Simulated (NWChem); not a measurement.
System: CH3BeClO; SMILES [Cl][Be][O]C

```xyz
7

Be     0.0055    -0.1853     0.0030
Cl     0.0038    -2.0084     0.0059
O      0.0079     1.1954     0.0011
C     -0.0135     2.5840    -0.0035
H      0.7086     2.9833     0.7202
H      0.2445     2.9709    -0.9977
H     -1.0112     2.9557     0.2634
```
Atoms are numbered in this order, from 1.

Coordinates come from a B3LYP/6-31G* (spherical d) optimisation.

Problem. Give the principal values of the shielding tensors (ppm) of Be1, Cl2, O3, C4 from Hartree-Fock/6-31G* (spherical d), GIAO (NWChem), with their diamagnetic and paramagnetic parts as GIAO splits them.

Solution. 
```tsv
atom	σ11	σ22	σ33	isotropic	diamagnetic	paramagnetic
Be1	89.0	89.0	166.8	115.0	154.2	-39.2
Cl2	1064.3	1064.3	1150.3	1093.0	1148.9	-56.0
O3	320.5	320.5	391.9	344.3	383.9	-39.6
C4	128.4	128.4	195.3	150.7	244.8	-94.1
```
